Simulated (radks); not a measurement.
The lithium anion Li-, [He] 2s2, held by a Watson sphere: a shell of charge +1 at radius R that stands for the Madelung well of a crystal (potential energy -1/R inside, -1/r outside, in hartree with lengths in bohr). Method: non-relativistic Kohn-Sham, PBEsol, spin-unpolarised, spherical densities, point nucleus; computed with a radial shooting solver on a logarithmic mesh with Libxc functionals. Response by self-consistent Sternheimer equations with the Hartree and adiabatic LDA kernel. The sphere does not respond.

R (bohr)	e(1s) (eV)	e(2s) (eV)	<r> 2s (bohr)	sum of <r^2> (bohr^2)	X-ray form factor at sin(theta)/lambda = 0.3 1/angstrom	alpha (bohr^3)
1.72	-54.471	-4.643	3.139	24.25	1.470	79.38
2.47	-51.431	-4.328	3.382	27.74	1.475	97.56
2.62	-51.133	-4.254	3.437	28.58	1.478	102.5
2.82	-50.823	-4.153	3.512	29.75	1.482	109.6
3.22	-50.405	-3.948	3.663	32.22	1.489	125.8
3.55	-50.190	-3.780	3.786	34.35	1.493	140.9
